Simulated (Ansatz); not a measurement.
Consider the hydrogen abstraction from the Si–H bond: `C[SiH2]C#N` + `[OH]`• → `C[SiH]C#N`• + H₂O.

Program: Ansatz. Geometries: PBE0-D4/def2-TZVP. ΔE: electronic, gas phase. CCSD(T)/CBS adds triple-zeta CCSD(T) − MP2 to the extrapolated MP2 energy (def2 sets, frozen cores). This one scheme is used for every species. DFT in def2-TZVPP. No spin–orbit coupling; open shells (•) take unrestricted orbitals.

```tsv
level	ΔE (kcal/mol)
LDA (SPW92)	-42.3
B2PLYP	-27.5
```

Question: What does CCSD(T)/CBS give? (Estimate.)

Answer: Computed: -28.4 kcal/mol. The listed levels differ from it by -13.9, 0.9 kcal/mol.

Largest T1 diagnostic among the species: 0.022.

From r2SCAN to r2SCAN0 (25 % exact exchange), in def2-TZVPP and without D4, ΔE moves by +2.8 kcal/mol. At CCSD(T), def2-SVP lies +5.1 kcal/mol from the extrapolated value and def2-TZVPP +1.9 kcal/mol. Leaving LDA and LC-ωPBE aside and taking each functional with its dispersion term where it has one, the values, not all of them listed here, spread over 12.2 kcal/mol, from PBE-D4 to BHLYP-D4. LDA lies −8.6 kcal/mol from PBE without D4.
